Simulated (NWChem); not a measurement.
Molecule: arsine (AsH₃); SMILES [AsH3]

```xyz
4

As     0.0058    -0.0041     0.0528
H     -1.2938     0.4134    -0.6263
H      0.8276     0.9380    -0.8199
H      0.2038    -1.1631    -0.9179
```
Atoms are numbered in this order, from 1.

Computed with NWChem. The geometry was optimised at PBE0/def2-SVP. Vertical excitations in the gas phase; the lowest state need not have the same character in each row.

```csv
level,"lowest excitation, singlet (eV)",oscillator strength of that lowest state,orbital gap (eV)
"PBE/aug-cc-pVDZ, full TDDFT",(withheld),(withheld),(withheld)
"B3LYP/aug-cc-pVDZ, full TDDFT",6.25,0.138,7.13
"Hartree-Fock/aug-cc-pVDZ, TDHF",6.99,0.170,11.31
"BHandHLYP/aug-cc-pVDZ, full TDDFT",6.61,0.150,8.89
```

**Question.** Some entries are withheld; supply them.

**Answer.** 
- PBE/aug-cc-pVDZ, full TDDFT, lowest excitation, singlet (eV): 6.04
- PBE/aug-cc-pVDZ, full TDDFT, oscillator strength of that lowest state: 0.130
- PBE/aug-cc-pVDZ, full TDDFT, orbital gap (eV): 5.95
